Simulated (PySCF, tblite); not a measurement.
Calculations on `C=C[SiH][SiH2][SiH2][SiH3]` [radical], in the order of a workflow; each names the level of the geometry that it ran on. Settings lines and outputs come from a driver script.

Species: C₂H₁₁Si₄ (doublet state).
Bonds: C1–C2 (double), C2–Si3, Si3–Si4, Si4–Si5, Si5–Si6. Hydrogens: H7, H8 on C1; H9 on C2; H10 on Si3; H11, H12 on Si4; H13, H14 on Si5; H15, H16, H17 on Si6.

Step 1: GFN2-xTB geometry optimisation, gas phase (tblite 0.8.0) (from a force-field or distance-geometry start)
```json
{"job": {"kind": "relax", "xc": "GFN2-xTB", "basis": "xTB"}, "charge": 0, "multiplicity": 2}
```
```
step      E/eV     max force
  0    -453.56702    1.248
  1    -453.60526    0.807
  2    -453.62741    0.294
...
108    -453.78221    0.011
109    -453.78224    0.014
110    -453.78230    0.018
111    -453.78236    0.016
112    -453.78240    0.009
```

Energy lowered by 5.0 kcal/mol over 112 steps; largest atomic force 0.009 eV/Å at the end. «max force» is the largest atomic force in eV/Å.

Time: 0.88 s. Hardware: Arm Neoverse V2, one thread, shared host.

Step 2: GFN2-xTB harmonic vibrations, gas phase (tblite 0.8.0) (on the GFN2-xTB geometry)
```json
{"job": {"kind": "ir", "xc": "GFN2-xTB", "basis": "xTB"}, "charge": 0, "multiplicity": 2}
```
```
(table of modes left out)
```

45 modes from -12 to 3104 cm⁻¹ (unscaled, harmonic, a negative number standing for an imaginary wavenumber); zero-point energy 65.6 kcal/mol from the real modes; the lowest is imaginary at this level.

On one thread, Arm Neoverse V2 (aarch64), on a shared host, this took 0.69 s of wall time.

Step 3: UKS B3LYP, pcH-1 on C H Si, non-relativistic, mean-field spin-orbit, GIAO (PySCF 2.14.0) (on the GFN2-xTB geometry)
```json
{"job": {"kind": "epr", "basis": "pcH-1"}, "charge": 0, "multiplicity": 2}
```
```
...
E = -1240.79273171 Eh   <S^2> = 0.7598 (exact 0.7500)
g shifts (ppm)      1          2          3
  rmc          -129       -129       -129
  gc              1         60         54
  oz_so          -0       1218       3573
  total        -128       1149       3498
hyperfine (MHz)  atom isotope    a_iso     a_fc   dipolar eigenvalues
    0   13C      22.07      22.11    -19.08    -17.99     37.08
    1   13C     -12.40     -12.42    -14.52      5.42      9.11
    2  29Si    -297.62    -298.55   -157.54     78.11     79.43
    3  29Si     -10.64     -10.64     -4.48      0.80      3.68
    4  29Si     -53.55     -53.61    -10.14      4.66      5.48
    5  29Si       1.14       1.14     -0.26      0.00      0.26
    6    1H     -13.77     -13.77     -6.28     -1.64      7.92
    7    1H     -13.92     -13.92     -9.39     -0.65     10.04
    8    1H       4.62       4.62     -2.88     -1.79      4.67
    9    1H       2.67       2.65     -8.87      1.87      7.01
   10    1H      -1.48      -1.48     -2.13     -1.11      3.25
   11    1H      22.91      22.91     -2.40     -1.11      3.51
   12    1H      15.71      15.70     -1.10     -0.21      1.31
   13    1H      -2.03      -2.03     -1.11     -0.41      1.52
   14    1H       0.53       0.53     -1.01     -0.66      1.66
...
```

⟨S²⟩ 0.760; g_iso 2.0038. rmc, gc and oz_so are the mass-correction, gauge-correction and orbital-Zeeman/spin–orbit parts of the g shift along its three principal axes; a_iso is the isotropic hyperfine coupling and a_fc its Fermi-contact part. The log counts atoms from 0, this text from 1.

On an Arm Neoverse V2 with one thread (shared host), this took 97 s (grids of density and orbitals included) and 1.0 GiB of memory at its peak.

Geometry of the electronic-property runs (GFN2-xTB):
```
atom  x, y, z in Å
C1    -3.1415    0.3090    1.4406
C2    -2.3568    0.5578    0.3902
Si3   -0.9788    1.8040    0.3302
Si4    0.7300    1.3737   -1.1275
Si5    1.5596   -0.7994   -1.3084
Si6    2.1783   -1.7442    0.7052
H7    -2.9972    0.8146    2.3812
H8    -3.9467   -0.4084    1.4084
H9    -2.5638    0.0224   -0.5309
H10   -0.7339    2.2839    1.6990
H11    1.8327    2.2783   -0.7522
H12    0.3091    1.8699   -2.4528
H13    2.6569   -0.8968   -2.2869
H14    0.4941   -1.6093   -1.9263
H15    1.0576   -1.7057    1.6500
H16    3.2753   -1.0003    1.3305
H17    2.6182   -3.1376    0.6197
```

 (This holds for the electronic-property runs.)

One conformer stands for the species.
